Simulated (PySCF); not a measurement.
BeCl₂, SMILES [Be]([Cl])[Cl]. Coordinates come from a B3LYP-D3(BJ)/def2-TZVP optimisation. The isomer is the one that the SMILES or the coordinates give; other isomers of the formula were not compared.

Computed equilibrium geometry at B3LYP-D3(BJ)/def2-TZVP (PySCF confirms it by a frequency run) as a Z-matrix, and its point group:
point group D∞h.
```
Be
Cl 1 1.8041
Cl 1 1.8041 2 180.00
```
Charge 0, spin multiplicity 1.
